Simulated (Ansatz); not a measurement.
**Interaction energy ladder**

The pair of H2 (SMILES [H][H], atoms 1–2) and C3H8 (SMILES CCC, atoms 3–13), both closed shells, in one local arrangement (a lower one may exist), relaxed at PBE0-D4/def2-TZVP:

| atom | x (Å) | y (Å) | z (Å) |
| --- | --- | --- | --- |
| H1 | -0.0995 | -0.3231 | -2.6035 |
| H2 | -0.4312 | -0.1474 | -3.2485 |
| C3 | -1.2032 | -0.2111 | 0.6743 |
| C4 | 0.2799 | -0.5247 | 0.5745 |
| C5 | 1.1281 | 0.7169 | 0.3576 |
| H6 | -1.5655 | 0.2707 | -0.2384 |
| H7 | -1.4049 | 0.4700 | 1.5062 |
| H8 | -1.7975 | -1.1142 | 0.8320 |
| H9 | 0.6078 | -1.0366 | 1.4856 |
| H10 | 0.4499 | -1.2329 | -0.2440 |
| H11 | 2.1906 | 0.4733 | 0.2857 |
| H12 | 1.0038 | 1.4254 | 1.1816 |
| H13 | 0.8417 | 1.2337 | -0.5630 |

Computed with Ansatz 0.2.0 (basis: def2-TZVPPD, with def2-QZVPPD for the basis limit); correlated methods freeze the cores. B3LYP uses VWN-RPA correlation. Extrapolation: Hartree–Fock as exp(−7.88 √X), correlation as X^−2.97. Interaction energies count from these two fragments, frozen as in the pair, with the counterpoise correction; negative means bound.

What is the interaction energy by CCSD(T) at an estimated basis limit (MP2 extrapolated from triple and quadruple zeta, plus CCSD(T) − MP2 in triple zeta)? (An estimate is asked for; the value comes from the calculation.)

Computed: -1.9 kJ/mol. Hartree–Fock alone gives 1.7 kJ/mol at the basis limit, so without correlation the pair would not bind at this distance. It counts from the two fragments frozen as in the pair.

The same quantity by other methods in triple zeta, and each one's difference from that estimate:
| method | E_int (kJ/mol) | difference |
| --- | --- | --- |
| PBE-D4 | -2.9 | -0.9 |
| revPBE-D4 | -2.3 | -0.3 |
| BLYP-D4 | -1.1 | 0.9 |
| r2SCAN-D4 | -1.0 | 0.9 |
| B97M-V | -1.8 | 0.1 |
| PBE0-D4 | -2.4 | -0.5 |
| B3LYP-D4 | -1.5 | 0.4 |
| HSE06-D4 | -2.4 | -0.5 |
| wB97X-V | -2.0 | -0.1 |
| wB97M-V | -1.7 | 0.3 |
| B2PLYP | 0.0 | 1.9 |
| HF | 1.7 | 3.6 |
| MP2 | -1.6 | 0.3 |
| CCSD | -1.3 | 0.7 |
| CCSD(T) | -1.7 | 0.2 |
Differences are method less estimate.

Which atoms make the shortest contact between the fragments?

H1 and H10, 2.59 Å apart.

Basis-set superposition shift (counterpoise-corrected less uncorrected): CCSD(T) 0.4; MP2 0.4; HF 0.1; PBE0-D4 0.0; wB97M-V 0.1 kJ/mol.

T1 diagnostic: at most 0.009.

For scale, one of the runs: CCSD(T)/def2-TZVPPD, 281 basis functions, launched by `ansatz run in.yaml --threads 4 --pin off --events-out ev --progress --plain --max-ram 9574MiB`. Time: 62 s of wall clock on 4 CPU threads of an Intel Xeon Platinum 8488C; the host was shared. Peak host memory: 8.3 GiB.
